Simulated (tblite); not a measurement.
Run record: tight-binding relaxation, `C=C[SiH2][Se]C#N`.

Computed with GFN2-xTB geometry optimisation, gas phase (tblite 0.8.0). Start geometry: from a force field or distance geometry. The input is one job of a driver script: a line of settings, then coordinates in Å.

Command:
```bash
OMP_NUM_THREADS=1 python probes_run.py task.json out
```

Input:
```
{"job": {"kind": "relax", "xc": "GFN2-xTB", "basis": "xTB"}, "charge": 0, "multiplicity": 1}
C     -1.316600    -1.038600    -0.847700
C     -0.844400    -0.597100     0.306500
Si    -0.189600     1.117800     0.502800
Se     1.539600     1.461900    -0.948400
C      2.541700     0.094200    -0.077400
N      3.150300    -0.735800     0.435400
H     -1.695100    -2.048700    -0.937800
H     -1.351000    -0.383200    -1.713500
H     -0.810500    -1.268500     1.175400
H      0.258500     1.325800     1.884700
H     -1.277500     2.074900     0.194000
```

Output:
```
step      E/eV     max force
  0    -455.10498    1.486
  1    -455.17597    1.083
  2    -455.23045    0.484
  3    -455.23829    0.331
  4    -455.24709    0.373
  5    -455.25222    0.632
  6    -455.26178    0.485
  7    -455.26713    0.258
  8    -455.27023    0.160
  9    -455.27258    0.237
... (109 lines left out)
119    -455.32877    0.060
120    -455.32907    0.030
121    -455.32930    0.070
122    -455.32948    0.041
123    -455.32954    0.035
124    -455.32958    0.026
125    -455.32961    0.018
126    -455.32963    0.018
127    -455.32964    0.013
128    -455.32965    0.009
```

«max force» is the largest atomic force in eV/Å.

Problem. From which step on does the largest force stay under 0.1 eV/Å, and how much energy is left to gain from there?

Solution. From step 119 (0.060 eV/Å), 0.9 meV above the end.

Summary of the converged run: energy lowered by 5.2 kcal/mol over 128 steps; largest atomic force 0.009 eV/Å at the end.

Problem. Estimate the wall time. Hardware: an Arm Neoverse N1 with one thread, no GPU, shared host with 64 logical CPUs at a one-minute load of 58.

Solution. About 1.2 s.
Labels such as C1 count atoms from 1, the log's own numbers from 0.
